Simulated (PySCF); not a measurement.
C₇H₆OSi (charge -1 and doublet state).
Atom-mapped SMILES: `[O-:1][CH:2][c:3]1[c:4]2[cH:5][cH:6][c:7]-2[c:8]1[SiH3:9]` (hydrogens: H10 on C2; H11 on C5; H12 on C6; H13, H14, H15 on Si9)

Cartesian coordinates in Å at the GFN2-xTB level; atoms count from 1:
```xyz
15
C7H6OSi angstrom
O      1.044    2.632   -1.374
C      0.043    1.885   -1.436
C     -0.202    0.732   -0.698
C     -1.283   -0.198   -0.670
C     -2.277   -1.135   -0.580
C     -1.562   -1.891    0.464
C     -0.513   -0.978    0.428
C      0.513   -0.042    0.360
Si     2.131    0.201    1.209
H     -0.778    2.137   -2.157
H     -3.227   -1.266   -1.086
H     -1.763   -2.789    1.031
H      3.303    0.157    0.317
H      2.235    1.453    1.980
H      2.330   -0.893    2.189
```

The hyperfine couplings belong to this conformer and change with its torsions.

Method: UKS B3LYP, pcH-1 on C H O Si, non-relativistic, mean-field spin-orbit, GIAO (PySCF). Whether the extra electron is bound in the gas phase wasn't checked; a finite basis holds it in any case. Couplings are sensitive to structure, and on GFN2-xTB geometries they can be far from those on DFT ones, by a factor of two or more for some ions and for spin on atoms past the first row. Stability of the SCF solution: not tested.

Task: Where do the isotropic ENDOR lines of H10, H13/H14/H15 and H11 fall at 338.1 mT, to first order?

Result: ν± = |νn ± a/2|, one line for each electron-spin manifold; νn = |g_N| × 7.62259 MHz/T × B.

```json
{"nuclei": "H10", "isotope": "1H", "g_N": "5.5857", "νn (MHz)": "14.40", "a_iso (MHz)": "-12.41", "lower line (MHz)": "8.19", "upper line (MHz)": "20.60"}
{"nuclei": "H13/H14/H15", "isotope": "1H", "g_N": "5.5857", "νn (MHz)": "14.40", "a_iso (MHz)": "7.83", "lower line (MHz)": "10.48", "upper line (MHz)": "18.31"}
{"nuclei": "H11", "isotope": "1H", "g_N": "5.5857", "νn (MHz)": "14.40", "a_iso (MHz)": "-5.10", "lower line (MHz)": "11.85", "upper line (MHz)": "16.94"}
```

Task: Which pairs are centred on the nuclear Larmor frequency, and which on half the coupling?

Result: Centred on νn, since |a| < 2νn: H10, H13/H14/H15 and H11. No pair has |a| > 2νn.

Couplings of abundant isotopes left out: H12 (-28.4 MHz).

Means are taken over nuclei equivalent by connectivity, which assumes that they swap fast. The three 1H nuclei of mean +7.8 MHz run from -0.9 to 12.2 MHz in the frozen geometry.

The largest Mulliken spin populations are on C6 (+0.43), O1 (+0.22), C8 (+0.17) and C7 (-0.15). Three atoms exceed +0.15.

The SMILES draws the unpaired electron on C2; the largest computed Mulliken spin population is on C6 (0.43 against 0.12).
